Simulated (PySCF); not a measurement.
TiCl₄ was optimised in PySCF in the def2-TZVP basis family (density fitting, no spin–orbit coupling) with several functionals.

One of them gave a singlet of Td symmetry with a mean bond of 2.163 Å to Ti, wavenumbers 115 (×2), 137 (×3), 396, 511 (×3) cm⁻¹ and a HOMO–LUMO gap of 5.87 eV.

Question: Which level of theory was it?
A. PBE
B. B3LYP
C. PBE0

Answer: C. That is PBE0, with Ti–Cl 2.163 Å (×4). The others give B3LYP 2.181 Å and 496 cm⁻¹ for the highest mode; PBE 2.183 Å and 489 cm⁻¹ for the highest mode.

Each species is the lowest minimum found with this bonding; other isomers or fragments can lie lower.
